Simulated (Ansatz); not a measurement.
The same path of ClF₂H₃HfO₂ (9 atoms, charge 0, multiplicity 1) was run twice with different band settings.

Theory: Ansatz 0.2.0, RKS PBE0/def2-SVP.

Relaxed end points:

```xyz
9
Properties=species:S:1:pos:R:3
Hf 0.363 -0.510 0.044
O -0.456 -0.537 2.252
H -0.667 0.348 2.577
F 1.331 -0.136 -1.560
F -0.144 1.312 0.450
O -1.082 -1.601 -0.551
H -1.730 -2.113 -1.032
Cl 2.107 -1.699 1.215
H 0.130 -0.961 2.894
```

```xyz
9
Properties=species:S:1:pos:R:3
Hf 0.494 -0.352 0.088
O -0.426 -0.402 2.243
H -1.229 -0.939 2.174
F 1.098 -0.566 -1.712
F 0.318 1.551 0.179
O -1.187 -1.343 -0.079
H -1.658 -1.712 -0.830
Cl 2.322 -1.355 1.280
H 0.119 -0.778 2.948
```

Common settings: spring 5.0 eV/Å²; optimiser quadratic models (default); start path through a guess of the saddle point; force threshold 0.05 eV/Å; iteration limit 60; end points relaxed.

| run | movable images | climbing image |
| --- | --- | --- |
| 1 | 5 | yes |
| 2 | 3 | no |

Task: What does each run give, and how far can it be trusted?

Result: Run 1: converged after 25 iterations, highest image 0.043 eV above the first end. A vibrational analysis at the climbing image gives one clearly imaginary mode, 58i cm⁻¹: a first-order saddle point.
Run 2: converged after 25 iterations, highest image 0.044 eV above the first end. No image climbed, so the highest image needn't sit at the top of the path. So few images can step over the top or miss a turn of the path.
